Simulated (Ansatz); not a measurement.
CH3PSSe, SMILES `PSC=[Se]`. The species carries charge 0 and has multiplicity 1. All single points use the PBE0-D4/def2-TZVP geometry. It is one conformer, not always the lowest.

```xyz
7

P    -0.136    0.866    1.274
S    -0.261    0.446   -0.808
C     0.300   -1.175   -0.836
Se    0.439   -2.129   -2.307
H     0.512    2.122    1.143
H    -1.424    1.449    1.394
H     0.570   -1.580    0.140
```

Problem. What is the dipole moment at ωB97M-V/def2-TZVPP? (Estimate.)

Solution. Computed: 3.37 D, with components (-0.37, 2.06, 2.65) D in this frame, pointing from negative to positive charge.

Problem. And with PBE, r2SCAN, B3LYP? (An estimate is asked.)

Solution. The calculation gave: PBE 3.17 D, r2SCAN 3.40 D, B3LYP 3.33 D.

Problem. Give the Mulliken charges with ωB97M-V, r2SCAN, B3LYP in def2-TZVPP. (Best estimate.)

Solution. Ansatz gave: 
```
atom  ωB97M-V  r2SCAN  B3LYP
  P1    -0.07    0.03   0.00
  S2     0.04    0.02   0.01
  C3    -0.19   -0.10  -0.14
 Se4    -0.09   -0.13  -0.12
  H5     0.08    0.04   0.05
  H6     0.08    0.04   0.05
  H7     0.15    0.12   0.14
```

B3LYP here is the variant with VWN-RPA as its local correlation; programs differ in this.
